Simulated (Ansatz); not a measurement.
Consider the ligand exchange at a Ge–Se bond: `C[Se][GeH2][Cl]` + HI → `[Cl][GeH2][I]` + `C[SeH]`.

Gas-phase electronic energies from Ansatz, PBE0-D4/def2-TZVP geometries. CCSD(T)/CBS adds triple-zeta CCSD(T) − MP2 to the extrapolated MP2 energy (def2 sets, frozen cores). Functionals use def2-TZVPP. HSE06 is defined as in plane-wave codes. Elements past krypton have def2 core potentials. For Ge, I, Se outer-core shells are correlated without core-valence functions, which leaves a few kJ/mol of doubt a bond. Scalar relativity is left out up to krypton. Each species was taken in one conformer, which may not be the lowest.

`C[Se][GeH2][Cl]`:

Cartesian coordinates in Å:
```
C -1.415 0.125 0.787
Se -0.328 -1.439 0.341
Ge 1.429 -0.259 -0.622
Cl 0.730 0.817 -2.366
H -1.667 0.671 -0.120
H -0.889 0.765 1.493
H -2.323 -0.259 1.249
H 2.501 -1.250 -1.083
H 1.962 0.829 0.321
```

HI:

Cartesian coordinates in Å:
```
I 0.477 0.058 0.646
H -0.477 -0.058 -0.646
```

`[Cl][GeH2][I]`:

```xyz
5

Cl   -1.686    1.141    0.401
Ge    0.130    0.123   -0.115
I     0.077   -2.188    0.833
H     0.190    0.030   -1.641
H     1.289    0.893    0.522
```

`C[SeH]`:

```xyz
6

C     0.444   -0.208   -0.240
Se   -1.470   -0.016    0.069
H     0.872    0.730   -0.585
H     0.548   -0.960   -1.021
H     0.944   -0.555    0.662
H    -1.338    1.007    1.114
```

Is it downhill or uphill in electronic energy at CCSD(T)/CBS, and by how much? (Best estimate.)

Computed: Downhill: ΔE = -3.9 kcal/mol.

What do these levels give: PBE-D4, BLYP-D4, PBE0-D4, r2SCANh-D4, HSE06-D4, BHLYP-D4, ωB97M-V, revPBE, HF/def2-SVP, CCSD/def2-TZVPP, HF/CBS(def2), MP2/CBS(def2)? (Best estimate.)

Computed: PBE-D4 -3.4, BLYP-D4 -3.2, PBE0-D4 -4.0, r2SCANh-D4 -4.1, HSE06-D4 -4.1, BHLYP-D4 -4.6, ωB97M-V -4.1, revPBE -4.7, HF/def2-SVP -6.5, CCSD/def2-TZVPP -3.5, HF/CBS(def2) -6.9, MP2/CBS(def2) -4.4 kcal/mol.

Largest T1 diagnostic among the species: 0.010.

Leaving LDA and LC-ωPBE aside and taking each functional with its dispersion term where it has one, the values, not all of them listed here, spread over 1.5 kcal/mol, from BHLYP-D4 to revPBE-D4. LDA lies +1.2 kcal/mol from PBE without D4. In def2-TZVPP, CCSD(T) changes the Hartree–Fock value by +3.5 kcal/mol (the triples alone add +0.4 kcal/mol) and MP2 by +2.9 kcal/mol. The D4 term adds +1.2 kcal/mol with B3LYP and +0.7 kcal/mol with PBE0; it sums over pairs of atoms, weighted by their polarisabilities, and B3LYP, whose exchange is more repulsive, gets the larger term.

B3LYP here is the variant with VWN-RPA as its local correlation; programs differ in this.
